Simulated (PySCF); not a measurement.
Bond length, frequency and bond energy of SbS by level of theory

State: ²Π (doublet), unpaired electrons π ↑. Set-up: Sb def2-SVP with ECP28, S def2-SVP; scalar-relativistic core potentials (PySCF 2.14). De refers to Sb + S in their high-spin ground configurations, without counterpoise correction. The functionals are run spin-unrestricted. A positive dipole means Sb(−)S(+). Levels whose curve was spin-contaminated or gave no clean fit are not listed.

```tsv
Level	Re (Å)	ωe (cm⁻¹)	De (eV)	μ (D)
UHF-CCSD	2.246	481	2.31	n/a
LDA	2.237	485	4.65	-1.93
PBE	2.259	469	3.80	-2.17
revPBE	2.266	464	3.53	-2.26
r²SCAN	2.240	491	3.41	-2.36
PBE0	2.227	504	3.31	-2.42
```

The bond length runs from 2.227 Å (PBE0) to 2.266 Å (revPBE). De spans 2.31 eV (UHF-CCSD, coupled cluster) to 4.65 eV (LDA, local density).

Correlated steps freeze 9 core orbitals. Correlated levels converge slowly with the basis: in double zeta they bind strong bonds too weakly, by up to about 1 eV, and carry superposition errors of some tenths. Spin–orbit coupling is left out, which matters for elements this heavy, above all for dissociation energies. Counting both spins, an empty level lies below a filled one in some of these solutions, because spin and occupation are held. The state is the lowest determinant that a PBE0 search found; another state may lie lower at other levels.
